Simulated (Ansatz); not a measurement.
`BO[Si](O)(O)O` + H₂ → `O[SiH](O)O` + `BO`  (hydrogenolysis of the Si–O bond)

Isolated molecules relaxed with PBE0-D4/def2-TZVP in Ansatz; ΔE leaves out vibrations. CBS: MP2 limit from def2 TZ/QZ plus the TZ coupled-cluster correction, frozen cores. This one scheme is used for every species. DFT in def2-TZVPP. B3LYP here is the variant with VWN-RPA as its local correlation; programs differ in this. One conformer a species, not always the lowest.

`BO[Si](O)(O)O`:

Cartesian coordinates in Å:
```
B -0.893 -1.693 -0.750
O -0.744 -0.775 0.223
Si 0.167 0.590 0.322
O 0.323 1.364 -1.097
O -0.584 1.664 1.278
O 1.591 0.056 0.912
H -1.617 -2.626 -0.545
H -0.309 -1.569 -1.796
H 0.861 0.946 -1.770
H -1.030 1.324 2.055
H 2.234 0.719 1.167
```

H₂:

Cartesian coordinates in Å:
```
H -0.241 0.043 -0.282
H 0.241 -0.043 0.282
```

`O[SiH](O)O`:

Cartesian coordinates in Å:
```
O -0.242 1.559 0.453
Si 0.102 0.150 -0.291
O -1.031 -1.020 -0.088
O 1.470 -0.471 0.350
H -0.172 1.584 1.409
H 0.230 0.508 -1.717
H -1.892 -0.884 -0.486
H 1.537 -1.427 0.371
```

`BO`:

Cartesian coordinates in Å:
```
B 0.414 0.060 -0.048
O -0.714 -0.301 0.596
H 1.441 -0.068 0.551
H 0.369 0.488 -1.170
H -1.510 -0.179 0.072
```

Question: Is it downhill or uphill in electronic energy at CCSD(T)/CBS, and by how much? (Best estimate.)

Answer: Ansatz gave: Uphill: ΔE = +87.6 kJ/mol.

Question: What do these levels give: r2SCAN-D4, B3LYP-D4, B2PLYP, LC-ωPBE, HF/def2-TZVPP, CCSD/def2-TZVPP? (Estimate.)

Answer: Computed: r2SCAN-D4 91.0, B3LYP-D4 87.7, B2PLYP 82.2, LC-ωPBE 76.5, HF/def2-TZVPP 83.9, CCSD/def2-TZVPP 84.7 kJ/mol.

Largest T1 diagnostic among the species: 0.014.

At CCSD(T), def2-SVP lies −16.9 kJ/mol from the extrapolated value and def2-TZVPP −1.3 kJ/mol. From PBE to PBE0 (25 % exact exchange), in def2-TZVPP and without D4, ΔE moves by +4.9 kJ/mol. The D4 term adds +11.9 kJ/mol with B3LYP and +6.6 kJ/mol with PBE0; it sums over pairs of atoms, weighted by their polarisabilities, and B3LYP, whose exchange is more repulsive, gets the larger term.
